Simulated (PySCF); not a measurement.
Two species compared at the same levels of theory.

First species: CH13NSi4.
Z-matrix (Å and degrees, GFN2-xTB geometry), rows numbered from 1:
```
C 
Si  1  1.8960
N   2  1.7458  1  110.23
Si  3  1.7387  2  119.57  1   113.82
Si  3  1.7537  2  119.55  1   -59.57
Si  5  2.3051  3  110.68  2   101.28
H   1  1.0857  2  110.71  3  -179.44
H   1  1.0867  2  111.54  3   -59.59
H   1  1.0866  2  111.39  3    60.74
H   2  1.4645  1  110.62  3   118.95
H   2  1.4677  1  110.16  3  -119.01
H   4  1.4621  3  107.41  2   176.00
H   4  1.4629  3  108.68  2    56.08
H   4  1.4669  3  109.77  2   -64.74
H   5  1.4716  3  105.48  2   -23.09
H   5  1.4724  3  105.94  2  -135.16
H   6  1.4687  5  113.60  3    68.12
H   6  1.4698  5  115.09  3   -53.23
H   6  1.4690  5  111.23  3  -172.78
```

Second species: C6H8OSi.
Structure used (GFN2-xTB), in Å, numbered top down from 1:
```
atom  x, y, z in Å
C1    -0.905   -2.047    1.060
C2    -0.712   -0.890    0.453
C3    -1.419   -0.361   -0.778
C4    -0.657    0.942   -0.898
C5    -0.674    1.937   -1.703
O6    -0.581    2.900   -2.364
Si7    0.397    0.637    0.659
C8     2.263    0.449    0.384
H9    -1.634   -2.764    0.710
H10   -0.343   -2.330    1.935
H11   -2.488   -0.209   -0.613
H12   -1.298   -1.007   -1.650
H13    0.102    1.508    1.804
H14    2.480   -0.204   -0.456
H15    2.743    0.034    1.264
H16    2.718    1.414    0.181
```

Levels: CAM-B3LYP/def2-SVPD for dipole moment, HOMO energy, LUMO energy, HOMO–LUMO gap, static isotropic polarisability and electronic spatial extent ⟨r²⟩ about the centre of nuclear charge; TDDFT CAM-B3LYP/def2-SVPD for lowest singlet excitation; TDA CAM-B3LYP/def2-SVPD for lowest triplet excitation (Tamm–Dancoff); GFN2-xTB for rotational constant A and rotational constant C. Geometries: GFN2-xTB. Each structure is a single optimised conformer of the isolated species, non-relativistic unless stated. Electronic properties by PySCF.

Dipoles, sizes and rotational constants follow the conformer. The torsions of the flexible species, by atom-mapped SMILES:
- `[CH3:1][SiH2:2][N:3]([SiH3:4])[SiH2:5][SiH3:6]`: C1–Si2–N3–Si4 114°, Si2–N3–Si5–Si6 101°

Question: Which of the two has the higher ⟨r²⟩, and by how much?

Answer: The first: 1657 bohr² against 1286 bohr², a difference of 371 bohr².

Question: Which has the higher HOMO energy?

Answer: The second: -7.89 eV against -8.44 eV, a difference of 0.55 eV.

Question: Which of the two has the higher S1 energy, and by how much?

Answer: The first: 5.78 eV against 3.72 eV, a difference of 2.06 eV.

Question: Which has the higher rotational constant A?

Answer: The second: 2.520 GHz against 1.588 GHz, a difference of 0.932 GHz.

Question: Which has the higher T1 energy?

Answer: The first: 5.38 eV against 3.41 eV, a difference of 1.97 eV.

Question: Which of the two has the higher dipole moment, and by how much?

Answer: The second: 2.67 D against 0.53 D, a difference of 2.14 D.

Question: Which of the two has the higher rotational constant C, and by how much?

Answer: The second: 0.907 GHz against 0.793 GHz, a difference of 0.114 GHz.

Question: Which has the higher static isotropic polarisability?

Answer: The first: 124.8 au against 99.6 au, a difference of 25.2 au.

On the first: A dipole of 0.53 D is allowed in C1, and pure rotational transitions are dipole-allowed. No computed singlet falls in the visible range (750 to 380 nm, 1.65 to 3.26 eV); S1 lies 2.52 eV above its blue end.

On the second: The principal polarisabilities are 72.2, 95.2 and 131.4 au; their mean is the isotropic value. The vertical singlet–triplet gap S1 − T1 is 0.31 eV (TDDFT singlet less Tamm–Dancoff triplet; S1: HOMO→LUMO, weight 0.87; T1: HOMO→LUMO, weight 0.85).
